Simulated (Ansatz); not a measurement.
`NCOC[SiH3]` → `COCN` + `[SiH2]`  (silylene formation by 1,1-elimination)

Computed with Ansatz on PBE0-D4/def2-TZVP structures; ΔE is electronic, products minus reactants. CCSD(T)/CBS is the MP2 limit (def2-TZVPP, def2-QZVPP) plus CCSD(T) − MP2 in def2-TZVPP, frozen cores. This one scheme is used for every species. DFT in def2-TZVPP. B3LYP here is the variant with VWN-RPA as its local correlation; programs differ in this. One conformer a species, not always the lowest.

| level | ΔE (eV) | difference from CCSD(T)/CBS |
| --- | --- | --- |
| PBE-D4 | 2.26 | 0.04 |
| r2SCAN-D4 | 2.41 | 0.19 |
| PBE0-D4 | 2.33 | 0.11 |
| B3LYP-D4 | 2.18 | -0.04 |
| ωB97X-V | 2.33 | 0.11 |
| ωB97M-V | 2.19 | -0.03 |
| B2PLYP | 2.16 | -0.06 |
| PBE | 2.18 | -0.04 |
| r2SCAN | 2.39 | 0.17 |
| PBE0 | 2.27 | 0.05 |
| B3LYP | 2.05 | -0.17 |
| HF/def2-TZVPP | 2.00 | -0.22 |
| MP2/def2-TZVPP | 2.34 | 0.12 |
| SCS-MP2/def2-TZVPP | 2.22 | 0.00 |
| CCSD/def2-TZVPP | 2.10 | -0.12 |
| CCSD(T)/def2-TZVPP | 2.14 | -0.08 |
| HF/def2-QZVPP | 2.01 | -0.21 |
| MP2/def2-QZVPP | 2.39 | 0.17 |
| SCS-MP2/def2-QZVPP | 2.27 | 0.05 |
| HF/CBS(def2) | 2.01 | -0.21 |
| MP2/CBS(def2) | 2.42 | 0.20 |
| CCSD/CBS(def2) | 2.18 | -0.04 |
| CCSD(T)/CBS | 2.22 | 0 |

Largest T1 diagnostic among the species: 0.014.

In def2-TZVPP, CCSD(T) changes the Hartree–Fock value by +0.15 eV (the triples alone add +0.05 eV) and MP2 by +0.34 eV. The D4 term adds +0.12 eV with B3LYP and +0.07 eV with PBE0; it sums over pairs of atoms, weighted by their polarisabilities, and B3LYP, whose exchange is more repulsive, gets the larger term.
